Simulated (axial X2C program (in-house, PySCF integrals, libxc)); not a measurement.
Worked dissociation energy of LiMo⁺: CCSD, two-component

All values were computed with an in-house relativistic program for diatomic molecules. Two-component (2c) means X2C with spin–orbit coupling and atomic mean-field two-electron Coulomb and Gaunt terms. Basis: Mo dyall-cv3z [11s12p9d5f3g], Li dyall-cv3z [7s8p2d] (cores contracted in-house); Gaussian nuclei, density fitting, unrestricted open shells. Masses: Mo 97.905 u, Li 7.016 u.

Molecular state: Ω = 3 (⟨Sz⟩ = 3.00, ⟨Lz⟩ = 0.00 at HF).

Correlated methods: 14 electrons correlated (number of frozen shells: Mo 3 s, 2 p, 1 d; Li 1 s), 268 virtual spin orbitals or spinors in MP2, 90 natural virtuals in coupled cluster.

- E(Mo) (2M_J = 6): -4045.025059 hartree
- E(Li+) (2M_J = 0): -7.236943 hartree
- E(LiMo⁺) at Re: -4052.292393 hartree
- ωe: 230.7 cm⁻¹
- ωexe: 1.62 cm⁻¹

Task: Work out De and D0.

Result: De = -4045.025059 + (-7.236943) − (-4052.292393) = 0.03039 hartree = 0.827 eV. The zero-point energy is ωe/2 − ωexe/4 = 115 cm⁻¹ = 0.014 eV, so D0 = 0.813 eV.

The state is a single determinant with fixed occupations, the lowest that a limited PBE0 search found. Dissociation energies refer to the lowest single-determinant-based atoms at the same level and basis. CCSD ran in a truncated set of natural virtual spinors with an MP2 remainder; without triples it tends to underbind. With several unpaired electrons one determinant need not be a pure state. Open-shell Ω = 0 determinants with evenly filled partner blocks cannot be reached by this program, so the Ω shown need not be the lowest component.

Each atomic determinant is the lowest at this level and need not be a pure J level. Totals compare only within one Hamiltonian and basis.
